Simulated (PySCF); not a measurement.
C₁₃H₁₂.
SMILES: `C#C[C@@]1(C)C[C@]12C=CC=C2C#CC`

Computed with PySCF, PBE0-D3(BJ)/def2-SVP geometry optimisation, gas phase.

Take the most abundant isotopes and a rigid rotor. 

Problem. Give the principal moments of inertia and the rotational constants in MHz.

Solution. Ia = 469.55, Ib = 698.64, Ic = 1021.72 u·Å²; 505379 MHz·u·Å²/I gives A = 1076, B = 723.4, C = 494.6 MHz.

Problem. Classify the top.

Solution. An asymmetric top: κ = (2 × 723.4 − 1076 − 494.6)/(1076 − 494.6) = -0.21.

Problem. Is it planar, by Δ = Ic − Ia − Ib?

Solution. Not planar: Δ = Ic − Ia − Ib = -146.47 u·Å². For a rigid frame Δ = −2 Σ m c², so Σ m c² = 73.23 u·Å² lies off the ab plane: 17.03 from hydrogen and 56.21 from heavier atoms. The atom farthest from that plane is 2.26 Å away.

Problem. Give the coordinates in the principal-axis frame, origin at the centre of mass.

Solution. The sense of each axis is arbitrary; atoms in the order of the calculation.
```csv
atom,mass (u),a (Å),b (Å),c (Å)
C1,12.000,1.074,2.448,1.062
C2,12.000,0.181,1.879,0.474
C3,12.000,-0.952,1.291,-0.199
C4,12.000,-2.256,2.003,0.103
C5,12.000,-0.768,0.670,-1.542
C6,12.000,-0.990,-0.257,-0.368
C7,12.000,-2.235,-1.004,-0.114
C8,12.000,-1.917,-2.182,0.478
C9,12.000,-0.477,-2.279,0.620
C10,12.000,0.105,-1.148,0.121
C11,12.000,1.484,-0.870,-0.012
C12,12.000,2.662,-0.607,-0.163
C13,12.000,4.061,-0.258,-0.317
H14,1.008,1.881,2.925,1.585
H15,1.008,-3.089,1.581,-0.473
H16,1.008,-2.499,1.936,1.173
H17,1.008,-2.161,3.067,-0.163
H18,1.008,-1.583,0.772,-2.262
H19,1.008,0.241,0.655,-1.962
H20,1.008,-3.236,-0.646,-0.350
H21,1.008,-2.625,-2.947,0.798
H22,1.008,0.064,-3.127,1.038
H23,1.008,4.695,-0.830,0.379
H24,1.008,4.420,-0.461,-1.339
H25,1.008,4.220,0.814,-0.114
```

Problem. Where do the levels up to J = 4 lie, in cm⁻¹?

Solution. Above 0(0,0):
J = 1: 1(0,1) 0.0406, 1(1,1) 0.0524, 1(1,0) 0.0600
J = 2: 2(0,2) 0.1192, 2(1,2) 0.1260, 2(1,1) 0.1489, 2(2,1) 0.1842, 2(2,0) 0.1869
J = 3: 3(0,3) 0.2320, 3(1,3) 0.2350, 3(1,2) 0.2801, 3(2,2) 0.3061, 3(2,1) 0.3179, 3(3,1) 0.3855, 3(3,0) 0.3862
J = 4: 4(0,4) 0.3772, 4(1,4) 0.3783, 4(1,3) 0.4505, 4(2,3) 0.4665, 4(2,2) 0.4955, 4(3,2) 0.5520, 4(3,1) 0.5561, 4(4,1) 0.6578, 4(4,0) 0.6580

Problem. Predict some low-J microwave lines.

Solution. The dipole components are |μa| = 0.12 D, |μb| = 0.82 D, |μc| = 0.62 D. The squared components, which scale the intensities, stand as 0.02 : 1.00 : 0.58 (a : b : c). Some of the stronger lines:

| type | branch | J(Ka,Kc) | MHz | lower level (cm⁻¹) |
| --- | --- | --- | --- | --- |
| c | Q | 1(1,1) ← 1(0,1) | 353 | 0.041 |
| b | Q | 1(1,0) ← 1(0,1) | 582 | 0.041 |
| c | Q | 3(2,2) ← 3(1,2) | 779 | 0.280 |
| c | Q | 2(2,1) ← 2(1,1) | 1059 | 0.149 |
| b | Q | 3(2,1) ← 3(1,2) | 1132 | 0.280 |
| b | Q | 2(2,0) ← 2(1,1) | 1139 | 0.149 |
| b | Q | 3(1,2) ← 3(0,3) | 1444 | 0.232 |
| b | R | 1(1,1) ← 0(0,0) | 1571 | 0.000 |
| c | R | 1(1,0) ← 0(0,0) | 1800 | 0.000 |
| b | R | 2(0,2) ← 1(1,1) | 2003 | 0.052 |
| c | Q | 3(3,1) ← 3(2,1) | 2027 | 0.318 |
| b | Q | 3(3,0) ← 3(2,1) | 2046 | 0.318 |
| b | Q | 3(3,1) ← 3(2,2) | 2380 | 0.306 |
| b | R | 2(1,2) ← 1(0,1) | 2560 | 0.041 |
| b | R | 3(1,2) ← 2(2,1) | 2875 | 0.184 |
| b | R | 3(0,3) ← 2(1,2) | 3177 | 0.126 |
| c | R | 2(1,1) ← 1(0,1) | 3246 | 0.041 |
| b | R | 3(1,3) ← 2(0,2) | 3472 | 0.119 |
| c | R | 2(2,0) ← 1(1,0) | 3804 | 0.060 |
| c | R | 2(2,1) ← 1(1,1) | 3952 | 0.052 |
| b | R | 2(2,0) ← 1(1,1) | 4033 | 0.052 |
| c | R | 3(1,2) ← 2(0,2) | 4825 | 0.119 |
| b | R | 3(2,1) ← 2(1,2) | 5752 | 0.126 |
| b | R | 3(3,1) ← 2(2,0) | 5954 | 0.187 |
| c | R | 3(3,1) ← 2(2,1) | 6034 | 0.184 |
| b | R | 3(3,0) ← 2(2,1) | 6054 | 0.184 |

Not checked by PBE0-D3(BJ)/def2-SVP frequencies. Constants of a rigid frame at the computed geometry: no zero-point averaging, no centrifugal distortion. A rigid rotor knows nothing of internal rotation, which can split or shift real lines.

The run took 3.9 min wall, 9.2 min CPU on Intel Xeon at 2.60 GHz, 2 threads, shared host with 96 logical CPUs at a one-minute load of 40, and the process peaked at 1.4 GiB of memory. These figures are those of the optimisation.
